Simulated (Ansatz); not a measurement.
A calculation with Ansatz (development build ahead of 0.2.0).

```yaml
crystal:
  periodic: [false, false, false]
  atoms:
    - { symbol: Li, position_ang: [0.0, 0.0, 0.0] }
    - { symbol: Be, position_ang: [0.0, 4.2917, 3.2932] }
    - { symbol: S, position_ang: [0.0, -4.4642, 3.4255] }
basis:
  gaussian: { orbitals: pcseg-2 }
magnetization:
  spin_polarized: true
  initial_magnetization: 1
hamiltonian:
  xc: r2scan
```

The input is written out in the form of the current development build from the run's settings.

Output:

```json
{
  "Converged": "yes",
  "Total energy": "-420.23187 hartree",
  "Spin squared of the determinant": "1.382",
  "Stability test": "minimum"
}
```

Caution: charge can spread falsely over distant fragments; the unrestricted determinant is spin contaminated.
